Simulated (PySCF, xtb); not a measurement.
Sn(F)(Cl)2(OH) (Cl₂FHOSn), SMILES [Cl][Sn]([Cl])([OH])[F].

GFN2-xTB in xtb at its own geometry gives an orbital gap of 3.28 eV and a dipole moment of 1.00 D.

Geometry optimised at B3LYP-D3(BJ)/def2-SVP. The structure was generated by enumeration; whether it is a known compound was not checked. The def2 effective core potentials stand for the cores of Sn; spin–orbit coupling is left out. The values are those of a single conformer.

Problem. What does PBE/def2-TZVP run with PySCF give? (The exact figures need the calculation; the answer reports its results.)

Solution. gap 3.92 eV (levels -8.11 and -4.19 eV), dipole 1.01 D.
